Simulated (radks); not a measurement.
Neutral oxygen inside a hard spherical wall (all orbitals vanish at R), configuration held at [He] 2s2 2p4 and not refilled when levels cross. Method: scalar-relativistic Kohn-Sham, PBE, spin-polarised, spherical densities, finite nucleus; open shells are filled with parallel spins first; Fermi nuclear charge, rms radius 2.6991 fm; computed with a radial shooting solver on a logarithmic mesh with Libxc functionals. Eigenvalues in eV for spin up, with the zero of energy where the potential of the charges vanishes at infinity; a dash marks a level that is unbound or too diffuse for the functional's potential to be trusted. A positive occupied level is held by the wall or, in an anion where self-interaction has pushed it up, behind a barrier. The pressure on the wall is -dE/dV.

| R (bohr) | E (hartree) | kinetic (hartree) | e(1s) | e(2s) | e(2p) | e(3s, empty) | e(3p, empty) | pressure (GPa) |
|---|---|---|---|---|---|---|---|---|
| free | -75.05759 | 74.959 | -514.81 | -25.216 | -10.224 | - | - | 0 |
| 15 | -75.05759 | 74.959 | -514.81 | -25.216 | -10.224 | - | - | < 0.0001 |
| 12 | -75.05759 | 74.959 | -514.81 | -25.216 | -10.224 | - | - | < 0.0001 |
| 10 | -75.05758 | 74.959 | -514.81 | -25.216 | -10.223 | 0.180 | 1.749 | < 0.0001 |
| 7 | -75.05734 | 74.961 | -514.78 | -25.190 | -10.197 | 1.503 | 3.996 | 0.0193 |
| 6 | -75.05632 | 74.970 | -514.68 | -25.118 | -10.124 | 2.896 | 5.987 | 0.134 |
| 4 | -75.02067 | 75.181 | -512.91 | -23.960 | -8.845 | 13.137 | 18.195 | 9.62 |
| 3 | -74.81863 | 76.121 | -507.25 | -20.401 | -4.758 | 34.537 | 39.978 | 122 |
| 2.5 | -74.39694 | 77.751 | -499.31 | -15.125 | 1.193 | 61.600 | 65.305 | 520 |
| 1.5 | -68.50017 | 93.561 | -446.28 | 35.004 | 50.317 | 270.77 | 240.68 | 17500 |
